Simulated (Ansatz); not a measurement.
`O=BF` + `C[SiH2][Al]([F])[Cl]` → `O=BCl` + `C[SiH2][Al]([F])[F]`  (redistribution)

Calculated with Ansatz (gas phase, PBE0-D4/def2-TZVP geometries, no zero-point term in ΔE). CBS: MP2 limit from def2 TZ/QZ plus the TZ coupled-cluster correction, frozen cores. This one scheme is used for every species. Functionals use def2-TZVPP. B3LYP here is the variant with VWN-RPA as its local correlation; programs differ in this. Each species was taken in one conformer, which may not be the lowest.

```
             level  ΔE (kJ/mol)  difference from CCSD(T)/CBS
         r2SCAN-D4          9.8                          2.6
           PBE0-D4         12.1                          4.9
          B3LYP-D4          9.1                          1.9
           ωB97M-V         10.6                          3.4
               PBE          6.1                         -1.1
             B3LYP          7.8                          0.6
     HF/def2-TZVPP         23.9                         16.7
CCSD(T)/def2-TZVPP          6.1                         -1.1
    MP2/def2-QZVPP          4.7                         -2.5
SCS-MP2/def2-QZVPP          5.3                         -1.9
       CCSD(T)/CBS          7.2                            0
```

Largest T1 diagnostic among the species: 0.016.

In def2-TZVPP, CCSD(T) changes the Hartree–Fock value by −17.8 kJ/mol (the triples alone add −2.4 kJ/mol) and MP2 by −19.4 kJ/mol. From PBE to PBE0 (25 % exact exchange), in def2-TZVPP and without D4, ΔE moves by +5.1 kJ/mol.
